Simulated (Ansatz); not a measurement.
Basis-set series for AlBClH3OS, SMILES `SB[O][AlH][Cl]`. Total charge 0; spin multiplicity 1. All single points use the PBE0-D4/def2-TZVP geometry. It is one conformer, not always the lowest.

| functional | basis | functions | energy (Eh) | HOMO (eV) | LUMO (eV) |
| --- | --- | --- | --- | --- | --- |
| PBE0-D4 | def2-SVP | 97 | -1201.95744 | -7.68 | -0.93 |
| PBE0-D4 | def2-QZVPP | 414 | -1202.49663 | -7.84 | -1.12 |
| ωB97M-V | def2-SVP | 97 | -1202.38307 | -9.81 | 0.80 |
| ωB97M-V | def2-QZVPP | 414 | -1202.91986 | -10.02 | 0.32 |

(1) Give the rows for def2-TZVPP. (Best estimate.)

Results:

(1) Computed: 
| functional | basis | functions | energy (Eh) | HOMO (eV) | LUMO (eV) |
| --- | --- | --- | --- | --- | --- |
| PBE0-D4 | def2-TZVPP | 230 | -1202.45724 | -7.81 | -1.05 |
| ωB97M-V | def2-TZVPP | 230 | -1202.88256 | -9.99 | 0.56 |

Positive LUMOs are unbound and depend on the basis.
